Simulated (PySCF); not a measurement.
Mg(F)(NMe2) (C2H6FMgN), SMILES C[N](C)[Mg][F]. Heavy atoms are numbered as in [Mg:1]([F:2])[N:3]([CH3:4])[CH3:5]. Hydrogens are named by the atom that carries them.

The structure is a stationary point at B3LYP-D3(BJ)/def2-SVP. The structure was generated by enumeration; whether it is a known compound was not checked. The values are those of a single conformer.

These are PBE0/pcSseg-1 (PySCF) values and carry that method's errors.

GIAO shieldings, no solvent; atoms alike by connectivity are averaged. δ = σ(ref) − σ: ¹⁹F against CFCl3 (σ = 167.2 ppm); ¹⁵N against NH3 (σ = 267.4 ppm); ¹³C against TMS (σ = 186.3 ppm); ¹H against TMS (σ = 31.56 ppm), references at their B3LYP-D3(BJ)/def2-TZVP geometries, non-relativistic.

Computed chemical shifts:
```tsv
nucleus	atoms	count	δ (ppm)
¹⁹F	F2	1	-261.5
¹⁵N	N3	1	4.4
¹³C	C4 (CH3)	2	49.0
¹H	H on C4	6	2.93
```
